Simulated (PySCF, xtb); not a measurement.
H5P, SMILES [H][P@TB7]([H])([H])([H])[H].

GFN2-xTB run with xtb at its own geometry gives an orbital gap of 4.78 eV and a dipole moment of 0.00 D.

Geometry: PBE0-D3(BJ)/def2-TZVPD.

Q: What does PBE/def2-TZVPD (PySCF) give? (Estimate from the structure and the level; the computed values follow.)

A: gap 4.05 eV (levels -5.04 and -0.99 eV), dipole 0.00 D.
